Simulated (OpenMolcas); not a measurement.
Ni3+.

```json
{
  "Program": "OpenMolcas 26.06",
  "Basis": "ANO-R1 [5s4p2d1f]",
  "Scalar Hamiltonian": "X2C, finite nucleus",
  "Active space": "7 electrons in 5 orbitals (3d)",
  "State averaging": "2S+1 = 4 even, 10 roots; 2S+1 = 2 even, 40 roots",
  "Spin-orbit coupling": "state interaction with AMFI integrals over the reference wave functions, term energies averaged over their components"
}
```

Two sets of levels on these reference wave functions, in cm-1 above 3d7 4F 9/2: one from CASSCF and one from MS-CASPT2, IPEA 0.25 Eh, imaginary shift 0.1 Eh (closed shells correlated: 3s 3p).

```csv
Level,Set 1,Set 2
3d7 4F 9/2,0.0,0.0
3d7 4F 7/2,1192,1196
3d7 4F 5/2,2060,2060
3d7 4F 3/2,2660,2650
3d7 4P 5/2,22010,19320
3d7 2G 9/2,22050,19980
3d7 4P 3/2,22380,19490
3d7 4P 1/2,22960,20200
3d7 2G 7/2,23190,21100
3d7 2P 3/2,29090,23870
3d7 2H 11/2,29290,27760
3d7 2P 1/2,30300,24810
3d7 2H 9/2,30320,28770
3d7 2D 5/2(1),31740,27440
3d7 2D 3/2(1),33550,29190
3d7 2F 5/2,50520,45400
```

Q: Which set is which?

A: Set 2 is MS-CASPT2. Its levels of the other terms of 3d7 lie at 0.82 to 0.95 of the other set's values, as expected, since terms of lower spin or lower L gain more correlation energy than the Hund ground term. Against 15 measured levels (Corliss and Sugar, J. Phys. Chem. Ref. Data 10, 197 (1981)) the mean absolute deviation is 620 cm-1 with it and 3300 cm-1 without; single levels miss by up to 2000 cm-1 with it.

CASPT2 does not keep the components of a term degenerate, so their means are used; among the terms shown or strongly mixed into the levels shown the widest spread is 1000 cm-1 (3d7 4F, MS-CASPT2). The basis is small and was not contracted for so high a charge. Without dynamic correlation excited terms often stand tens of per cent too high (terms of higher spin than the ground term too low), and those without a measured partner can miss by more than the paired ones (holds for CASSCF). The CASPT2 spread within a term exceeds the gap to the next term for 3d7 2D(1) and 3d7 2H, so the order of their levels is uncertain (holds for MS-CASPT2). Measured partners are found by configuration, term and J. A level has none where our copy of the source lacks it or the pairing is in doubt (some pairs that miss far off the trend of their configuration count as doubtful), and it then counts in no deviation. Levels of configurations outside the active space are missing. The table leaves out levels that lie high or whose names do not pair safely across all columns.

A number in round brackets counts repeated terms of one configuration in the order of the reference energies.
